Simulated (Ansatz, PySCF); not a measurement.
Molecule: C$_{3}$HO, net charge 0, doublet state. It need not be the lowest isomer of its formula. 
Geometry from a B3LYP-D3(BJ)/def2-TZVP (Ansatz, a program for electronic structure) optimisation:
```xyz
5

O      1.4539    -0.2079     0.0546
C      0.2719    -0.1204     0.0064
C     -1.0923    -0.6027    -0.0761
C     -0.9088     0.7114    -0.0072
H     -1.2567     1.7331     0.0248
```
Charge 0, spin multiplicity 2.

Total electronic energies in hartree. Valence correlation only, unless marked. UHF or UKS for open shells. Spin-orbit coupling is left out. No relativistic terms. CBS marks a two-point X^-3 extrapolation of the correlation energy; Hartree-Fock from the larger set. [CCSD(T)-MP2]/basis is that difference in the basis named.

```
level                                                     program  energy (Eh)
-------------------------------------------------  --------------  -----------
HF/cc-pVDZ                                                 Ansatz   -188.90979
HF/cc-pVQZ                                                 Ansatz   -188.97413
HF-D4/def2-TZVPD                                    PySCF + dftd4   -188.98033
RI-HF/aug-cc-pVQZ                                          Ansatz   -188.97465
RI-HF/cc-pVQZ                                              Ansatz   -188.97403
BP86/def2-TZVPD                                             PySCF   -190.06576
r2SCAN/def2-TZVPD                                           PySCF   -189.96140
r2SCAN-D3(BJ)/def2-TZVPD                           Ansatz + dftd3   -189.96206
B3LYP/def2-TZVPD                                           Ansatz   -190.06073
PBE0-D4/def2-TZVPD                                 Ansatz + dftd4   -189.84348
r2SCANh/def2-TZVPD                                         Ansatz   -189.94741
LC-wPBE/def2-TZVPD                                         Ansatz   -189.91672
wB97M-V/def2-TZVPD                                         Ansatz   -189.99890
wB97X-V/def2-TZVPD                                         Ansatz   -189.99515
MP2/6-31G                                                  Ansatz   -189.15898
MP2/6-31G*                                                 Ansatz   -189.42862
MP2/cc-pVDZ                                                Ansatz   -189.44877
RI-MP2/cc-pVTZ                                             Ansatz   -189.62215
SCS-MP2/6-31G                                              Ansatz   -189.14608
CCSD/STO-3G                                                Ansatz   -186.67848
CCSD(T)/cc-pVDZ                                            Ansatz   -189.48811
CCSD(T)/cc-pwCVTZ                                          Ansatz   -189.67741
RI-MP2/CBS(cc-pVTZ,cc-pVQZ)+[CCSD(T)-MP2]/cc-pVTZ          Ansatz    -189.7560
```

Totals of different functionals don't rank their quality; only differences between species are comparable.
